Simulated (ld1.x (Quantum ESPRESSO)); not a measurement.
## Varying the RRKJ potential for Sb (Z = 51)

Base potential:

```
Element                 : antimony
Generator               : ld1.x (Quantum ESPRESSO) 7.5
Type                    : norm-conserving RRKJ (Kleinman–Bylander form)
Functional              : PW91
Relativity              : scalar-relativistic
Frozen core             : [Kr] 4d10
Valence charge          : 5
Reference configuration : 5s1.75 5p3.25
Partial waves           : 5p (bound): rc 1.80 bohr; 5s (bound): rc 1.35 bohr
Local potential         : the s channel
Core correction         : a·sin(br)/r model core inside 1.00 bohr
```

All-electron outer shells of the reference configuration (PW91, scalar-relativistic, ld1.x):

```csv
shell,level (eV),outermost node (bohr),outermost maximum (bohr)
4p,-102.19,0.39,0.76
4d,-33.90,0.38,0.84
5s,-13.11,0.95,1.88
5p,-5.02,1.04,2.32
```

Cutoffs, loose and tight: the cutoffs (Ry, on a coarse ladder) from which the occupation-weighted sum of valence levels, in a spherical-Bessel basis at the reference potential, stays within 10 and 1 mRy of its value at 400 Ry. They do not see the model core or the augmentation charge, which bear on the density cutoff. Test errors are all-electron minus pseudo excitation energies from the reference, over the configurations 5s2 5p3; 5s2 5p2; 5s2 5p1; 5s0 5p5; 5s2 5p3.3; 5s1 5p0; 5s2 5p2.5. A dash means not determined; rows that change the core or the reference have their own tests.

A true bound ghost makes a file unfit for plane-wave use even where its test errors are small: the radial tests pick states by their node count and pass the ghost by.

| change | outcome | cutoff, loose | cutoff, tight | bound ghosts | largest test error (meV) |
| --- | --- | --- | --- | --- | --- |
| base | generated | 110 Ry | 200 Ry | p | -292 |
| wave 5p (bound): rc 1.80 bohr becomes 5p (bound): rc 1.14 bohr | failed: compute_phi: phi has nodes before r_c | – | – | – | – |
| wave 5p (bound): rc 1.80 bohr becomes 5p (bound): rc 1.76 bohr | generated | 110 Ry | 200 Ry | p | -294 |
| wave 5p (bound): rc 1.80 bohr becomes 5p (bound): rc 2.12 bohr | failed: compute_phi: phi has nodes before r_c | – | – | – | – |
| wave 5p (bound): rc 1.80 bohr becomes 5p (bound): rc 2.32 bohr | failed: compute_phi: phi has nodes before r_c | – | – | – | – |

Task: What comes out with this change to the base: wave 5p (bound): rc 1.80 bohr becomes 5p (bound): rc 1.50 bohr?

Result: outcome: failed: compute_chi: n is too large. Cause: the Bessel-function wave could not be built (negative determinant in compute_phi), and the routine for χ then failed on it.

Task: What comes out with this change to the base: wave 5p (bound): rc 1.80 bohr becomes 5p (bound): rc 2.72 bohr?

Result: outcome: generated; cutoff, loose: 110 Ry; cutoff, tight: 200 Ry; bound ghosts: none; largest test error (meV): -234.

Reading the sweep of the p radius (base included, trends over the rows without a ghost): Bound ghosts are found at 1.76, 1.8 bohr. The generation fails at 1.14, 1.5, 2.12, 2.32 bohr.
